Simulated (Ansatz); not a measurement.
Al(H)(Me)(SMe) (C2H7AlS), SMILES [CH3][AlH][S]C.

Coordinates come from a PBE-D3(BJ)/def2-SVP optimisation. The structure was generated by enumeration; whether it is a known compound was not checked. The values are those of a single conformer.

Two levels are set side by side: PBE/def2-SVPD (Ansatz, a first-principles code) and CAM-B3LYP/def2-SVPD (Ansatz). Energy differences of separate SCF runs at the same geometry; the states with an electron removed or added have multiplicity 2 and 2. Differences are taken from unrounded values.

```
quantity                           CAM-B3LYP   PBE  PBE minus CAM-B3LYP
---------------------------------  ---------  ----  -------------------
vertical ionisation energy (eV)         9.19  9.03                -0.16
vertical singlet–triplet gap (eV)       4.81  4.44                -0.36
```
